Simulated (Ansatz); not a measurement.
ZnCl6⁴⁻ (relaxed from a model of [ZnCl6]4-, whose bonding it doesn't keep), 7 atoms. Hardware: 4 threads of Intel Xeon on a shared host.

The 6-31G sets use Cartesian d functions. Correlated methods freeze 39 core orbitals. A multiply charged anion in the gas phase is held together partly by the finite basis.

Q: How many basis functions does each of these Ansatz runs have, and roughly what does it cost? PBE-D4/def2-SVPD, charge -4 singlet, energy, from earlier orbitals; MP2/def2-TZVPD, charge -4 singlet, energy, from earlier orbitals; PBE0-D4/def2-SVPD, charge -4 singlet, energy, from earlier orbitals; CAM-B3LYP-D4/def2-TZVPD, charge -4 singlet, energy, from earlier orbitals; r2SCAN-D4/def2-TZVPD, charge -4 triplet at the geometry of the charge -4 singlet, energy, from earlier orbitals; PBE-D4/def2-TZVPD, charge -4 triplet at the geometry of the charge -4 singlet, energy; B3LYP-D4/6-31G, charge -4 singlet, energy; HF/6-31G, charge -4 singlet, energy; PBE0-D4/def2-TZVPD, charge -4 singlet, energy and forces; ωB97X-V/def2-TZVPD, charge -4 singlet, energy, from earlier orbitals; PBE-D4/def2-TZVPD, charge -4 singlet, energy, from earlier orbitals; LDA (SPW92)/def2-TZVPD, charge -4 singlet, energy, from earlier orbitals.

A: Other jobs shared the machine, so times can vary by a factor of up to 3. A dash marks memory too small to be measured apart from the calling script's.

```
                                                                                                            run  functions  fitting or Cholesky vectors  wall time  peak host memory (GiB)
                                                                            HF/6-31G, charge -4 singlet, energy        107                         1136      2.6 s                       –
                                             PBE-D4/def2-SVPD, charge -4 singlet, energy, from earlier orbitals        196                         2035      2.8 s                       –
                                                                      B3LYP-D4/6-31G, charge -4 singlet, energy        107                         1136      3.4 s                       –
                                       LDA (SPW92)/def2-TZVPD, charge -4 singlet, energy, from earlier orbitals        327                         2144      4.3 s                       –
                                            PBE-D4/def2-TZVPD, charge -4 singlet, energy, from earlier orbitals        327                         2144        6 s                       –
                                            PBE0-D4/def2-SVPD, charge -4 singlet, energy, from earlier orbitals        196                         1785        7 s                       –
                                               MP2/def2-TZVPD, charge -4 singlet, energy, from earlier orbitals        327                         2015       18 s                    0.97
                                      CAM-B3LYP-D4/def2-TZVPD, charge -4 singlet, energy, from earlier orbitals        327                         2015       19 s                     1.2
                                                       PBE0-D4/def2-TZVPD, charge -4 singlet, energy and forces        327                         2385       26 s                     1.6
                                           ωB97X-V/def2-TZVPD, charge -4 singlet, energy, from earlier orbitals        327                         2015       31 s                     1.3
                          PBE-D4/def2-TZVPD, charge -4 triplet at the geometry of the charge -4 singlet, energy        327                         2144    2.2 min                       1
r2SCAN-D4/def2-TZVPD, charge -4 triplet at the geometry of the charge -4 singlet, energy, from earlier orbitals        327                         2144    2.4 min                     1.1
```
